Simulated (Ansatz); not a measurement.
C4H12O3Si, SMILES CCCC[Si](O)(O)O.

Geometry: r2SCAN-D4/def2-SVP. One conformer was computed; it need not be the lowest.

Two levels are set side by side: PBE/def2-SVPD (Ansatz, a quantum-chemistry and plane-wave program) and PBE0/def2-SVPD (Ansatz). Energy differences of separate SCF runs at the same geometry; the states with an electron removed or added have multiplicity 2 and 2. Differences are taken from unrounded values.

```tsv
quantity	PBE
vertical ionisation energy (eV)	9.50
vertical singlet–triplet gap (eV)	6.37
```

Problem. These are the PBE values. What does PBE0 give? (The exact figures need the calculation; the answer reports its results.)

Solution. 
```tsv
quantity	PBE0	PBE minus PBE0
vertical ionisation energy (eV)	10.07	-0.57
vertical singlet–triplet gap (eV)	7.17	-0.80
```
